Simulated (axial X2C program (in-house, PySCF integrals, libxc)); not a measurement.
# Nuclear properties of SHfS⁺

Calculated with an axial X2C code built on PySCF integrals: two-component X2C with atomic mean-field Coulomb and Gaunt terms, Gaussian nuclei, basis S dyall-av3z, Hf dyall-v3z with contracted cores.

S–Hf–S held linear, with bonds 2.217 and 2.217 Å (near the PBE0 minimum at charge 1 of the determinant lowest at the starting distance; the state shown can have its own minimum elsewhere, held linear; other orders of the atoms were not compared).

Input and command:
```json
{"zs": [16, 72, 16], "q": 1, "bas": ["dyall-av3z", "dyall-v3z", "dyall-av3z"], "r0": [2.22, 2.22], "symm": 1, "scan": ["PBE0", "HF", "r2SCAN"], "levels": ["PBE0", "HF", "r2SCAN"], "nst": 2}
```
```bash
python solin.py task.json out
```

Keys: zs atomic numbers; q charge; bas basis sets; r0 starting distance in Å; symm equal bonds; scan levels of the two-bond scan; levels methods; nst determinants followed.

Determinant lowest in the PBE0 search, Ω = 1/2 (⟨Sz⟩ = 0.48, ⟨Lz⟩ = 0.02 at PBE0), spin on the atoms S 0.25, Hf -0.02, S 0.25:

| level | A∥/gI S (MHz) | qzz S (a.u.) | A∥/gI Hf (MHz) | qzz Hf (a.u.) |
| --- | --- | --- | --- | --- |
| PBE0 | 287 | 0.84 | 474 | -9.58 |
| HF | 872 | -1.31 | -405 | -14.55 |
| r2SCAN | 297 | 0.84 | 685 | -9.81 |

Determinant 0.34 eV from it at PBE0 and this distance, Ω = 3/2 (⟨Sz⟩ = 0.50, ⟨Lz⟩ = 1.00 at PBE0), spin on the atoms S 0.31, Hf -0.12, S 0.31:

| level | A∥/gI S (MHz) | qzz S (a.u.) | A∥/gI Hf (MHz) | qzz Hf (a.u.) |
| --- | --- | --- | --- | --- |
| PBE0 | 115 | -2.31 | 77 | -18.27 |
| HF | 149 | -2.53 | 73.7 | -17.61 |
| r2SCAN | 112 | -2.27 | 56.9 | -18.32 |

A∥ (defined per Ω) follows by multiplying with gI = μI/(I μN); qzz is the electric field gradient, eQq0 = 234.96 MHz × Q/barn × qzz. The operators were transformed with the bare-nucleus X2C matrices; with these basis sets, hyperfine constants and field gradients can be off by tens of per cent, and where levels differ in sign neither size nor sign is settled.

Problem. With Q(177Hf) = 3.365 barn (Q from Pyykkö, Mol. Phys. 2018), turn the PBE0 values of the first state into constants in MHz.

Solution. eQq0(177Hf) = 234.96 × (3.365) × (-9.58) = -7570 MHz.

The molecule was held linear; bending was not examined, so a bent shape may lie lower.

Each state is one determinant with collinear spin. Unrestricted Hartree–Fock can overshoot spin polarisation at the nuclei. At HF a later determinant lies lower. States lie within half an eV, so the first need not be the ground state. Where a field gradient or hyperfine factor spreads by more than a factor of two over the levels, a constant derived from it is not to be relied on. PBE0 term energies can be off by some tenths of an eV.
